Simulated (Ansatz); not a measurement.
Al2Cu, relaxed as a doublet with UKS PBE0-D4/def2-TZVP in Ansatz, starting from the GFN1-xTB geometry. Force threshold 0.02 eV/Å.

The structure comes from a short search, and lower isomers may exist.

Start:

```
atom   x (Å)   y (Å)   z (Å)
 Al1   1.269  -0.411  -0.506
 Al2  -0.080   1.222   0.731
 Cu3  -1.190  -0.811  -0.225
```

Question: Estimate the energy that the relaxation releases and the steps that it takes.

Answer: 0.6 kcal/mol, in 4 steps; 13 s on 2 threads of Arm Neoverse V2 on a shared host. No frequencies were taken in this run, so the end may be a saddle point.

Question: Does the start keep its bonding and symmetry?

Answer: By distances, no bond broke or formed. The bond that changes most is Al1–Cu3, from 2.51 to 2.44 Å (atoms count from 1). Point group C2v at the start, C2v at the end, both within 0.05 Å.

Question: Predict the relaxed structure.

Answer: 
Cartesian coordinates in Å:
```
Al 1.256 -0.444 -0.523
Al -0.118 1.221 0.738
Cu -1.139 -0.777 -0.215
```
Bond lengths (bridged metal pairs left out): 2 × Al–Cu 2.44 Å; 1 × Al–Al 2.50 Å.
